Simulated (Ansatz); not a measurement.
Reaction (cleavage of the B–Si bond): `B[SiH](N)F` + CH₃NH₂ → `BNC` + `N[SiH2]F`

Program: Ansatz. Geometries: PBE0-D4/def2-TZVP. ΔE: electronic, gas phase. CCSD(T)/CBS adds triple-zeta CCSD(T) − MP2 to the extrapolated MP2 energy (def2 sets, frozen cores). DFT in def2-TZVPP. B3LYP here is the variant with VWN-RPA as its local correlation; programs differ in this. HSE06 is defined as in plane-wave codes. Each species was taken in one conformer, which may not be the lowest.

```json
{"level": "B97M-V", "ΔE (kcal/mol)": "-43.7", "difference from CCSD(T)/CBS": "0.9"}
{"level": "PBE0-D4", "ΔE (kcal/mol)": "-44.1", "difference from CCSD(T)/CBS": "0.5"}
{"level": "B3LYP-D4", "ΔE (kcal/mol)": "-45.3", "difference from CCSD(T)/CBS": "-0.7"}
{"level": "r2SCANh-D4", "ΔE (kcal/mol)": "-45.2", "difference from CCSD(T)/CBS": "-0.6"}
{"level": "r2SCAN0-D4", "ΔE (kcal/mol)": "-45.2", "difference from CCSD(T)/CBS": "-0.6"}
{"level": "HSE06-D4", "ΔE (kcal/mol)": "-44.1", "difference from CCSD(T)/CBS": "0.5"}
{"level": "BHLYP-D4", "ΔE (kcal/mol)": "-45.3", "difference from CCSD(T)/CBS": "-0.7"}
{"level": "CAM-B3LYP-D4", "ΔE (kcal/mol)": "-46.4", "difference from CCSD(T)/CBS": "-1.8"}
{"level": "ωB97M-V", "ΔE (kcal/mol)": "-45.8", "difference from CCSD(T)/CBS": "-1.2"}
{"level": "PBE-QIDH", "ΔE (kcal/mol)": "-45.2", "difference from CCSD(T)/CBS": "-0.6"}
{"level": "revPBE", "ΔE (kcal/mol)": "-42.7", "difference from CCSD(T)/CBS": "1.9"}
{"level": "CAM-B3LYP", "ΔE (kcal/mol)": "-46.6", "difference from CCSD(T)/CBS": "-2.0"}
{"level": "HF/def2-TZVPP", "ΔE (kcal/mol)": "-43.8", "difference from CCSD(T)/CBS": "0.8"}
{"level": "CCSD(T)/def2-TZVPP", "ΔE (kcal/mol)": "-45.1", "difference from CCSD(T)/CBS": "-0.5"}
{"level": "SCS-MP2/def2-QZVPP", "ΔE (kcal/mol)": "-45.8", "difference from CCSD(T)/CBS": "-1.2"}
{"level": "CCSD/CBS(def2)", "ΔE (kcal/mol)": "-44.1", "difference from CCSD(T)/CBS": "0.5"}
{"level": "CCSD(T)/CBS", "ΔE (kcal/mol)": "-44.6", "difference from CCSD(T)/CBS": "0"}
```

Largest T1 diagnostic among the species: 0.012.

Leaving LDA and LC-ωPBE aside and taking each functional with its dispersion term where it has one, the values, not all of them listed here, spread over 3.3 kcal/mol, from CAM-B3LYP-D4 to revPBE-D4. LDA lies −4.1 kcal/mol from PBE without D4. In def2-TZVPP, CCSD(T) changes the Hartree–Fock value by −1.3 kcal/mol (the triples alone add −0.5 kcal/mol) and MP2 by −3.0 kcal/mol. At CCSD(T), def2-SVP lies −4.7 kcal/mol from the extrapolated value and def2-TZVPP −0.5 kcal/mol.
